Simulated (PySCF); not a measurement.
# V (vanadium, neutral) across methods

[Ar] 3d4 4s1, high-spin 6D determinant (an excited configuration). Computed with PySCF 2.14 in aug-cc-pVTZ-DK, with scalar relativity by spin-free X2C-1e. The B2PLYP total includes its PT2 part (frozen core); its orbital energies are those of the SCF part.

```
 method  E (hartree)  mean ε 3p β (eV)  mean ε 4s α (eV)  mean ε 3d α (eV)  Σ⟨r²⟩ (bohr²)   ⟨S²⟩
  M06-L     -949.114           -38.555            -4.243            -2.916          39.12  8.751
    UHF   -948.12788           -46.294            -5.938            -8.629          39.66  8.751
    LDA     -946.993           -37.978            -4.468            -3.242          39.53  8.750
    PBE     -948.971           -37.914            -4.307            -3.124          39.91  8.750
    M06     -949.137           -40.536            -4.640            -4.266          39.73  8.750
r2SCANh     -949.152           -39.361            -4.698            -3.821          39.01  8.751
   PBE0     -948.989           -40.234            -4.781            -4.504          39.29  8.750
 B2PLYP     -948.915           -42.490            -5.108            -5.862          39.32  8.751
```

(1) Estimate the same row for r2SCAN.

## Answers

(1) E (hartree) = -949.163; mean ε 3p β (eV) = -38.510; mean ε 4s α (eV) = -4.516; mean ε 3d α (eV) = -3.279; Σ⟨r²⟩ (bohr²) = 39.17; ⟨S²⟩ = 8.750.
